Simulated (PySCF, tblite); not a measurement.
C₆H₁₀FNSi.
Structure used (GFN2-xTB), in Å, numbered top down from 1:
```
atom  x, y, z in Å
C1    -0.9983   -1.0649    0.9596
C2    -0.3364   -0.0648    0.0085
C3    -0.9667   -0.2182   -1.3784
Si4   -0.5977    1.7283    0.6765
C5     1.1460   -0.3158   -0.0585
C6     1.7166   -1.2003    0.8877
N7     2.1743   -1.9187    1.6549
C8     2.0155    0.2349   -0.9108
F9     1.6638    1.1171   -1.8567
H10   -2.0698   -0.8806    1.0057
H11   -0.8466   -2.0889    0.6166
H12   -0.5963   -0.9827    1.9676
H13   -2.0425   -0.0711   -1.3106
H14   -0.7859   -1.2196   -1.7710
H15   -0.5737    0.5041   -2.0878
H16   -2.0403    1.9327    0.7970
H17    0.0625    1.8108    1.9796
H18   -0.0107    2.6775   -0.2638
H19    3.0766    0.0294   -0.9236
```

Computed, not measured: PBE0/pcSseg-1 in PySCF (dipole) on a GFN2-xTB geometry, gas phase.

Masses are those of the commonest isotopes; rigid-rotor values at the optimised geometry. The values belong to one conformer with, in the numbering `[CH3:1][C:2]([CH3:3])([SiH3:4])/[C:5]([C:6]#[N:7])=[CH:8]\[F:9]`, C1–C2–C5–C6 -11°.

Problem. Give the principal moments of inertia and the rotational constants in cm⁻¹.

Solution. Ia = 341.60, Ib = 405.40, Ic = 545.30 u·Å²; 505379 MHz·u·Å²/I gives 1479, 1247 and 926.8 MHz, that is A = 0.04935, B = 0.04158, C = 0.03091 cm⁻¹.

Problem. What kind of rotor is it?

Solution. An asymmetric top: κ = (2 × 1247 − 1479 − 926.8)/(1479 − 926.8) = 0.16.

Problem. Is it planar, by Δ = Ic − Ia − Ib?

Solution. Not planar: Δ = Ic − Ia − Ib = -201.69 u·Å². For a rigid frame Δ = −2 Σ m c², so Σ m c² = 100.85 u·Å² lies off the ab plane: 23.43 from hydrogen and 77.42 from heavier atoms. The atom farthest from that plane is 2.51 Å away.

Problem. Give the other two planar moments, Paa and Pbb, and the rms extents of the mass along the axes.

Solution. Paa = Σ m a² = (Ib + Ic − Ia)/2 = 304.55 and Pbb = Σ m b² = (Ia + Ic − Ib)/2 = 240.75 u·Å². With the mass M = 143.06 u, the rms extents √(P/M) along a, b and c are 1.46, 1.30, 0.84 Å.

Problem. Where do the levels up to J = 5 lie, in K?

Solution. Above 0(0,0), as E/k:
J = 1: 1(0,1) 0.104, 1(1,1) 0.115, 1(1,0) 0.131
J = 2: 2(0,2) 0.304, 2(1,2) 0.309, 2(1,1) 0.355, 2(2,1) 0.388, 2(2,0) 0.397
J = 3: 3(0,3) 0.593, 3(1,3) 0.594, 3(1,2) 0.683, 3(2,2) 0.701, 3(2,1) 0.734, 3(3,1) 0.800, 3(3,0) 0.803
J = 4: 4(0,4) 0.970, 4(1,4) 0.970, 4(1,3) 1.104, 4(2,3) 1.111, 4(2,2) 1.184, 4(3,2) 1.228, 4(3,1) 1.247, 4(4,1) 1.352, 4(4,0) 1.353
J = 5: 5(0,5) 1.435, 5(1,5) 1.435, 5(1,4) 1.613, 5(2,4) 1.615, 5(2,3) 1.736, 5(3,3) 1.759, 5(3,2) 1.811, 5(4,2) 1.891, 5(4,1) 1.900, 5(5,1) 2.045, 5(5,0) 2.045
Those of J = 1 are B + C, A + C and A + B.

Problem. Which types of transition are allowed, and where do some lines up to J = 5 fall?

Solution. The dipole components are |μa| = 2.63 D, |μb| = 0.68 D, |μc| = 0.80 D. Intensities carry the squares of the components, which stand as 1.00 : 0.07 : 0.09 (a : b : c). Some lines, for components of 0.1 D or more:

| type | branch | J(Ka,Kc) | MHz | lower level (cm⁻¹) |
| --- | --- | --- | --- | --- |
| a | Q | 1(1,0) ← 1(1,1) | 320 | 0.080 |
| c | Q | 3(2,2) ← 3(1,2) | 382 | 0.475 |
| c | Q | 4(3,2) ← 4(2,2) | 924 | 0.823 |
| a | Q | 5(3,2) ← 5(3,3) | 1083 | 1.222 |
| a | R | 1(0,1) ← 0(0,0) | 2173 | 0.000 |
| b | Q | 4(4,1) ← 4(3,2) | 2578 | 0.854 |
| b | Q | 5(2,4) ← 5(1,5) | 3749 | 0.997 |
| c | R | 2(2,1) ← 1(1,1) | 5685 | 0.080 |
| a | R | 3(1,2) ← 2(1,1) | 6836 | 0.247 |
| a | R | 4(1,4) ← 3(1,3) | 7827 | 0.413 |
| b | R | 4(2,2) ← 3(3,1) | 7996 | 0.556 |
| a | R | 4(2,2) ← 3(2,1) | 9370 | 0.510 |
| c | R | 4(4,1) ← 3(3,1) | 11499 | 0.556 |
| a | R | 5(3,2) ← 4(3,1) | 11746 | 0.867 |
| c | R | 5(2,4) ← 4(1,4) | 13436 | 0.674 |
| c | R | 5(4,1) ← 4(3,1) | 13613 | 0.867 |
| b | R | 5(4,1) ← 4(3,2) | 14008 | 0.854 |
| c | R | 5(5,0) ← 4(4,0) | 14426 | 0.940 |

Problem. Estimate the classical rotational partition function at 100 K, 200 K and 500 K.

Solution. Point group C1, symmetry number σ = 1; q = (√π/σ)·√((kT/h)³/(ABC)), k/h = 20836.6 MHz/K: 129000 at 100 K, 365000 at 200 K, 1440000 at 500 K.

Its GFN2-xTB frequencies are all real (lowest 33 cm⁻¹). Constants of a rigid frame at the computed geometry: no zero-point averaging, no centrifugal distortion. A rigid rotor knows nothing of internal rotation, which can split or shift real lines. Quadrupole hyperfine structure (14N) is left out.
